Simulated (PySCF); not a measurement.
RbI, SMILES [Rb][I].

The structure is a stationary point at B3LYP-D3(BJ)/def2-TZVPD. The def2 effective core potentials stand for the cores of I, Rb; spin–orbit coupling is left out.

Computed with ωB97X/def2-TZVPD (PySCF).

The molecule is in vacuum.

| Item | Result |
|---|---|
| total energy | -321.94437 hartree |
| point group | C∞v |
| highest occupied level | -7.44 eV |
| lowest empty level | -0.22 eV |
| orbital gap | 7.22 eV |
| dipole moment | 12.25 D |
| quadrupole, principal values (traceless, Buckingham form, about the centre of nuclear charge) | -6.23, -6.23, 12.45 D·Å |
| mean static polarisability | 67.5 bohr³ (10.01 Å³) |
| polarisability, principal values | 62.8, 62.8, 77.0 bohr³ |
